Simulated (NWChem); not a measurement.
Program: NWChem. System: HAl, charge 0, spin multiplicity 1, at a geometry optimised with B3LYP/def2-SVP. The structure started from a generated list of species. Level: BP86/def2-TZVP.

Part of the output:

```
             Northwest Computational Chemistry Package (NWChem) 7.3.0
             --------------------------------------------------------

                                NWChem Input Module
                                -------------------

 Scaling coordinates for geometry "geometry" by  1.889725989
 (inverse scale =  0.529177249)

 Turning off AUTOSYM since
 SYMMETRY directive was detected!

                             Geometry "geometry" -> ""
                             -------------------------

 Output coordinates in angstroms (scale by  1.889725989 to convert to a.u.)

  No.       Tag          Charge          X              Y              Z
 ---- ---------------- ---------- -------------- -------------- --------------
    1 Al                  13.0000     0.00000000     0.00000000     0.11901500
    2 H                    1.0000     0.00000000     0.00000000    -1.54719600

 Effective nuclear repulsion energy (a.u.)       4.1287113319

            Nuclear Dipole moment (a.u.)
            ----------------------------
        X                 Y               Z
 ---------------- ---------------- ----------------
     0.0000000000     0.0000000000    -0.0000018897

      Symmetry information
      --------------------

 Group name             C2v
 Group number             16
 Group order               4
 No. of unique centers     2

      Symmetry unique atoms

     1    2


 Summary of "ao basis" -> "" (spherical)
 ------------------------------------------------------------------------------
       Tag                 Description            Shells   Functions and Types
 ---------------- ------------------------------  ------  ---------------------
 *                         def2-tzvp                  on all atoms

  perdew86 is a nonlocal functional; adding perdew81 local functional.

                                 NWChem DFT Module
                                 -----------------

 Summary of "ao basis" -> "ao basis" (spherical)
 ------------------------------------------------------------------------------
       Tag                 Description            Shells   Functions and Types
 ---------------- ------------------------------  ------  ---------------------
 Al                        def2-tzvp                13       37   5s5p2d1f
 H                         def2-tzvp                 4        6   3s1p

 Summary of "ao basis" -> "ao basis" (spherical)
 ------------------------------------------------------------------------------
       Tag                 Description            Shells   Functions and Types
 ---------------- ------------------------------  ------  ---------------------
 Al                        def2-tzvp                13       37   5s5p2d1f
 H                         def2-tzvp                 4        6   3s1p

      Symmetry analysis of basis
      --------------------------

        a1         20
        a2          3
        b1         10
        b2         10

            General Information
            -------------------
          SCF calculation type: DFT
          Wavefunction type:  closed shell.
          No. of atoms     :     2
          No. of electrons :    14
           Alpha electrons :     7
            Beta electrons :     7
          Charge           :     0
          Spin multiplicity:     1
          Use of symmetry is: on ; symmetry adaption is: on
          Maximum number of iterations: 100
          AO basis - number of functions:    43
                     number of shells:    17
          Convergence on energy requested:  1.00D-06
          Convergence on density requested:  1.00D-05
          Convergence on gradient requested:  5.00D-04

              XC Information
              --------------
                    Becke 1988 Exchange Functional  1.000
                Perdew 1981 Correlation Functional  1.000 local
                Perdew 1986 Correlation Functional  1.000 non-local

             Grid Information
             ----------------
          Grid used for XC integration:  medium
          Radial quadrature: Mura-Knowles
          Angular quadrature: Lebedev.
          Tag              B.-S. Rad. Rad. Pts. Rad. Cut. Ang. Pts.
          ---              ---------- --------- --------- ---------
[...]
     1 a1          2 a1          3 a1          4 b2          5 b1
     6 a1          7 a1          8 b1          9 b2         10 a1
    11 a1         12 b1         13 b2         14 a2         15 a1
    16 a1         17 b2

------------------------------------------------------------
EAF file 0: "./mol.aoints.0" size=524288 bytes
------------------------------------------------------------
               write      read    awrite     aread      wait
               -----      ----    ------     -----      ----
     calls:        1         0         0         0         0
   data(b): 5.24e+05  0.00e+00  0.00e+00  0.00e+00
   time(s): 0.00e+00  0.00e+00  0.00e+00  0.00e+00  0.00e+00
rate(mb/s): 0.00e+00  0.00e+00
------------------------------------------------------------

 !! scf_movecs_sym_adapt:   16 vectors were symmetry contaminated

  Symmetry fudging

 !! scf_movecs_sym_adapt:    8 vectors were symmetry contaminated

   convergence    iter        energy       DeltaE   RMS-Dens  Diis-err    time
 ---------------- ----- ----------------- --------- --------- ---------  ------
 d= 0,ls=0.0,diis     1   -242.9850244074 -2.47D+02  1.32D-02  3.21D-01     0.2

 !! scf_movecs_sym_adapt:   18 vectors were symmetry contaminated

  Symmetry fudging

 !! scf_movecs_sym_adapt:   12 vectors were symmetry contaminated

 d= 0,ls=0.0,diis     2   -242.9953070496 -1.03D-02  8.93D-03  1.61D-02     0.2

 !! scf_movecs_sym_adapt:   18 vectors were symmetry contaminated

  Symmetry fudging

 !! scf_movecs_sym_adapt:   10 vectors were symmetry contaminated

 d= 0,ls=0.0,diis     3   -242.9975217981 -2.21D-03  3.76D-03  1.08D-02     0.2

 !! scf_movecs_sym_adapt:   16 vectors were symmetry contaminated

  Symmetry fudging

 !! scf_movecs_sym_adapt:    8 vectors were symmetry contaminated

 d= 0,ls=0.0,diis     4   -243.0005437691 -3.02D-03  2.65D-04  5.57D-05     0.3

 !! scf_movecs_sym_adapt:   14 vectors were symmetry contaminated

  Symmetry fudging

 !! scf_movecs_sym_adapt:    8 vectors were symmetry contaminated

 d= 0,ls=0.0,diis     5   -243.0005509948 -7.23D-06  1.73D-05  1.08D-07     0.3

 !! scf_movecs_sym_adapt:   14 vectors were symmetry contaminated

  Symmetry fudging

 !! scf_movecs_sym_adapt:    8 vectors were symmetry contaminated

 d= 0,ls=0.0,diis     6   -243.0005510237 -2.89D-08  3.63D-06  1.28D-08     0.3

         Total DFT energy =     -243.000551023734
      One electron energy =     -345.670351166357
           Coulomb energy =      117.502627237709
    Exchange-Corr. energy =      -18.961538426961
 Nuclear repulsion energy =        4.128711331876

 Numeric. integr. density =       13.999996821722

     Total iterative time =      0.2s

                  Occupations of the irreducible representations
                  ----------------------------------------------

                     irrep           alpha         beta
                     --------     --------     --------
                     a1                5.0          5.0
                     a2                0.0          0.0
                     b1                1.0          1.0
                     b2                1.0          1.0

                       DFT Final Molecular Orbital Analysis
                       ------------------------------------

 Vector    5  Occ=2.000000D+00  E=-2.544764D+00  Symmetry=a1
              MO Center= -2.0D-17, -2.0D-17,  1.2D-01, r^2= 1.3D-01
   Bfn.  Coefficient  Atom+Function         Bfn.  Coefficient  Atom+Function
  ----- ------------  ---------------      ----- ------------  ---------------
     8      0.553288  1 Al pz                11      0.394316  1 Al pz
    14      0.208970  1 Al pz

 Vector    6  Occ=2.000000D+00  E=-3.297838D-01  Symmetry=a1
              MO Center= -1.2D-15, -1.8D-16, -6.6D-01, r^2= 1.8D+00
   Bfn.  Coefficient  Atom+Function         Bfn.  Coefficient  Atom+Function
  ----- ------------  ---------------      ----- ------------  ---------------
     4      0.584131  1 Al s                  3     -0.299764  1 Al s
     5      0.241714  1 Al s                 39      0.197967  2 H  s
    38      0.131512  2 H  s                 40      0.125598  2 H  s
    17     -0.121367  1 Al pz                 2      0.084190  1 Al s
     1      0.054584  1 Al s                  8      0.036125  1 Al pz

 Vector    7  Occ=2.000000D+00  E=-1.844395D-01  Symmetry=a1
              MO Center= -4.3D-15, -5.5D-15,  5.2D-02, r^2= 3.1D+00
   Bfn.  Coefficient  Atom+Function         Bfn.  Coefficient  Atom+Function
  ----- ------------  ---------------      ----- ------------  ---------------
     4      0.398970  1 Al s                  5      0.398442  1 Al s
    17      0.313997  1 Al pz                40     -0.254916  2 H  s
    20      0.222827  1 Al pz                39     -0.223565  2 H  s
     3     -0.198771  1 Al s                 38     -0.131361  2 H  s
     8     -0.084979  1 Al pz                11     -0.070643  1 Al pz

 Vector    8  Occ=0.000000D+00  E=-9.619874D-02  Symmetry=b2
              MO Center=  8.3D-32, -2.4D-16,  1.1D-01, r^2= 3.7D+00
   Bfn.  Coefficient  Atom+Function         Bfn.  Coefficient  Atom+Function
  ----- ------------  ---------------      ----- ------------  ---------------
    19      0.607234  1 Al py                16      0.495551  1 Al py
     7     -0.116861  1 Al py                10     -0.095796  1 Al py

 Vector    9  Occ=0.000000D+00  E=-9.619874D-02  Symmetry=b1
              MO Center= -7.0D-16,  4.3D-31,  1.1D-01, r^2= 3.7D+00
   Bfn.  Coefficient  Atom+Function         Bfn.  Coefficient  Atom+Function
  ----- ------------  ---------------      ----- ------------  ---------------
    18      0.607234  1 Al px                15      0.495551  1 Al px
     6     -0.116861  1 Al px                 9     -0.095796  1 Al px

 Vector   10  Occ=0.000000D+00  E= 3.119792D-02  Symmetry=a1
              MO Center= -1.8D-15, -1.5D-15,  4.2D-01, r^2= 5.1D+00
   Bfn.  Coefficient  Atom+Function         Bfn.  Coefficient  Atom+Function
  ----- ------------  ---------------      ----- ------------  ---------------
    40      1.281065  2 H  s                 20      1.201148  1 Al pz
     5     -0.659760  1 Al s                  4     -0.324094  1 Al s
    17      0.238784  1 Al pz                28      0.170281  1 Al d  0
    23      0.124734  1 Al d  0              38      0.118239  2 H  s
     3      0.114049  1 Al s                 39      0.090183  2 H  s

 center of mass
 --------------
 x =   0.00000000 y =   0.00000000 z =   0.11152979

 moments of inertia (a.u.)
 ------------------
           9.632000168465           0.000000000000           0.000000000000
           0.000000000000           9.632000168465           0.000000000000
           0.000000000000           0.000000000000           0.000000000000

     Multipole analysis of the density
     ---------------------------------

     L   x y z        total         alpha         beta         nuclear
     -   - - -        -----         -----         ----         -------
     0   0 0 0     -0.000000     -7.000000     -7.000000     14.000000

     1   1 0 0      0.000000      0.000000      0.000000      0.000000
     1   0 1 0      0.000000      0.000000      0.000000      0.000000
     1   0 0 1      0.063289      0.031645      0.031645     -0.000002

     2   2 0 0     -9.178037     -4.589018     -4.589018      0.000000
     2   1 1 0     -0.000000     -0.000000     -0.000000      0.000000
     2   1 0 1     -0.000000     -0.000000     -0.000000      0.000000
     2   0 2 0     -9.178037     -4.589018     -4.589018      0.000000
     2   0 1 1     -0.000000     -0.000000     -0.000000      0.000000
     2   0 0 2    -14.701969    -11.954006    -11.954006      9.206043

 Task  times  cpu:        0.3s     wall:        0.3s

 Total times  cpu:        0.3s     wall:        0.3s
```

Task: Write an NWChem input that would produce this output.

Result: One answer among several that fit: 
```
start mol
memory heap 200 mb stack 900 mb global 1100 mb
geometry units angstroms nocenter noautoz
  Al     0.000000     0.000000     0.119015
  H      0.000000     0.000000    -1.547196
  symmetry group C2v
end
basis spherical
  * library def2-tzvp
end
dft
  xc becke88 perdew86
  semidirect memsize 60000000 filesize 0
  iterations 100
end
task dft energy
```
